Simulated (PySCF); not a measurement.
**Tl: excitation energy**

Tl [Xe] 4f14 5d10 6s2 6p1 (2P) → Tl [Xe] 4f14 5d10 6s1 6p1 7s1 (4P), as a difference of total energies. All numbers are calculated (PySCF 2.14, scalar relativity through the core potential, in aug-cc-pVTZ-PP with one added diffuse shell each of d, f type with ECP60MDF (6s5p5d3f, 67 functions)). Correlated levels: valence: 5s2 5p6 5d10 frozen. The calculations carry no spin-orbit coupling.

```tsv
method	excitation energy (eV)
UHF	7.868
LDA	10.040
PBE	9.649
PBE0	9.393
r2SCAN	9.573
B3LYP	9.712
BHandHLYP	9.388
CAM-B3LYP	9.660
MP2 (valence)	8.432
SCS-MP2 (valence)	8.623
```

Q: How much does correlation contribute at MP2 (valence)?

A: 8.432 − (7.868) = 0.564 eV, measured against UHF.

The upper state lies above the first ionisation limit, but in LS coupling its spin forbids autoionisation to the ground ion; at this Z spin-orbit coupling breaks that rule. A Rydberg-like electron needs more diffuse functions than a valence basis has.

The promoted electron is Rydberg-like, and one or two diffuse shells describe it only roughly, which tends to raise the upper state.
